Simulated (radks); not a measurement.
Ionisation ladder of neon, from Ne to Ne9+. Each ion is in the ground configuration listed by NIST, and IE = E(next ion) - E(this ion), with E = 0 for the bare nucleus. Method: Dirac Kohn-Sham, LDA (Slater exchange, Perdew-Wang correlation), spin-unpolarised, spherical densities, finite nucleus; open shells are shared between the two j in proportion to 2j + 1; Fermi nuclear charge, rms radius 3.0055 fm; computed with a radial shooting solver on a logarithmic mesh with Libxc functionals.

species  configuration  E (hartree)  IE, Delta-SCF (eV)  <r> HOMO (bohr)  IE, NIST (eV)       kind  error (eV)
Ne                [Ne]   -128.37486              22.657            0.982         21.565       exp.      +1.092
Ne+       [He] 2s2 2p5   -127.54223              43.409            0.884         40.963       exp.      +2.446
Ne2+      [He] 2s2 2p4   -125.94697              67.533            0.812         63.423       exp.      +4.109
Ne3+      [He] 2s2 2p3   -123.46519              94.699            0.754         97.190  semi-emp.      -2.491
Ne4+      [He] 2s2 2p2   -119.98507              124.65            0.707         126.25       exp.        -1.6
Ne5+      [He] 2s2 2p1   -115.40424              157.09            0.667         157.93       exp.        -0.8
Ne6+          [He] 2s2   -109.63122              207.01            0.710         207.27       exp.        -0.3
Ne7+          [He] 2s1   -102.02370              236.50            0.689         239.10  semi-emp.        -2.6
Ne8+              [He]    -93.33237              1201.7            0.157         1195.8     theory        +5.9
Ne9+               1s1    -49.16898              1338.0            0.152         1362.2     theory       -24.2

Reference values: NIST Atomic Spectra Database (exp. = measured, semi-emp. = semi-empirical, theory = theoretical value adopted there). The ionisation energy per charge of the ion left behind rises most, in proportion, at Ne8+ ([He]), from 29.563 to 133.53 eV. Against the entries that are not theoretical the mean signed error is +1.5 % and the largest +6.5 %. Spin polarisation and multiplet splitting are left out, so open shells lie too high by an amount that depends on their filling.

Beside tabulated values, note that spin-unpolarised runs miss the spin-polarisation part of the exchange energy of open shells.
